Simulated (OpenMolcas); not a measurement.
## Pr4+ in a ligand field

Pr4+ with 8 ligands (fluoride) in square antiprismatic coordination (D4d) at 2.27 Å, a polar angle of 60.7° against the regular 57.3°. A charge of +0.5 e stands 3.2 Å behind each ligand. Ligand basis ANO-RCC-VDZP.

| Item | Value |
| --- | --- |
| Program | OpenMolcas |
| Method | CASSCF |
| Basis | ANO-RCC-VTZP [8s7p5d3f2g1h] |
| Scalar Hamiltonian | DKH2, point nucleus |
| Active space | 1 electron in 7 orbitals (4f) |
| State averaging | 2S+1 = 2 odd, 7 roots |
| Spin-orbit coupling | RASSI with atomic mean-field integrals over the reference wave functions |

The lowest spin-free states, above the lowest:

| State | Degeneracy | E (cm-1) | Free-ion L (%) |
| --- | --- | --- | --- |
| 2S+1 = 2 | 2 | 0.0 | F (100) |
| 2S+1 = 2 | 1 | 312.8 | F (100) |
| 2S+1 = 2 | 2 | 952.7 | F (100) |
| 2S+1 = 2 | 2 | 1172 | F (100) |

The lowest levels with spin-orbit coupling:

| E (cm-1) | Degeneracy | 2S+1 | J | |mJ| (%) | g |
| --- | --- | --- | --- | --- | --- |
| 0.0 | 2 | 2 | 2.52 | 1/2 (100) | 0.75 2.57 2.57 |
| 603.6 | 2 | 2 | 2.55 | 3/2 (100) | 0.00 0.00 2.89 |
| 850.4 | 2 | 2 | 2.51 | 5/2 (100) | 0.00 0.00 4.18 |
| 3170 | 2 | 2 | 3.51 | 1/2 (100) | 1.24 4.57 4.57 |
| 3425 | 2 | 2 | 3.48 | 3/2 (100) | 0.00 0.00 3.01 |
| 3941 | 2 | 2 | 3.51 | 7/2 (100) | 0.00 0.00 7.93 |
| 4129 | 2 | 2 | 3.50 | 5/2 (100) | 0.00 0.00 5.67 |

Powder χT (cm3 K/mol): 0.431 at 2 K, 0.437 at 10 K, 0.466 at 50 K, 0.502 at 100 K, 0.572 at 200 K, 0.631 at 300 K. The effective moment at 300 K is 2.828 √(χT) = 2.25 μB.

Hund's rules give f1 the level 2F5/2 with g = 0.857, so an isolated free-ion multiplet has χT = g² J(J+1) / 8 = 0.804 cm3 K/mol. The computed 0.631 at 300 K differs by -21 %, through the field's splitting, the mixing of terms and any other multiplet in reach.

Stevens parameters of the J = 5/2 multiplet, which is 850 cm-1 wide (cm-1, z along the main axis): B20 = 4.343e+01, B40 = -1.143e+00.

Metal share of the active 4f orbitals (Löwdin): 99, 99, 99, 99, 99, 100, 100 %; Mulliken charge of the metal 2.64.

No measured value stands beside these numbers; the geometry is a model, was not optimised and need not be the one that this ion takes.

A state without a sure symmetry label is named by its multiplicity alone.
